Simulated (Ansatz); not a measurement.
A series at Si: from `F[SiH2][SiH](F)F`, ligands are replaced one by one, each step taking up H₂ and setting free H–F; n counts the steps. Ansatz, PBE0-D4/def2-TZVP geometries. Each molecule was computed in one conformer, which needn't be the lowest.

| n | molecule | HOMO energy, ωB97M-V/def2-TZVPP (eV) |
| --- | --- | --- |
| 0 | `F[SiH2][SiH](F)F` | -10.71 |
| 1 | `F[SiH](F)[SiH3]` | -10.66 |
| 2 | `F[SiH2][SiH3]` | ? |
| 3 | `[SiH3][SiH3]` | -10.43 |

By hand: fit a straight line y = ȳ + b (n − n̄) to the 3 given rows and predict n = 2.

n̄ = 1.333, ȳ = -10.600; Σ(n − n̄)(y − ȳ) = 0.450, Σ(n − n̄)² = 4.667, so b = 0.096 eV a step. Prediction: -10.600 + (0.096) × (0.667) = -10.54 eV.

By hand: compare with the computed value, -10.46 eV, and give the steps along the whole series.

The line misses by 0.08 eV (computed minus predicted). Steps: 0.05, 0.20, 0.03 eV.

One step carries most of the change, so a line is a poor guide. The highest orbital can change its character along such a series. The miss is 28.6 % of the series' range.
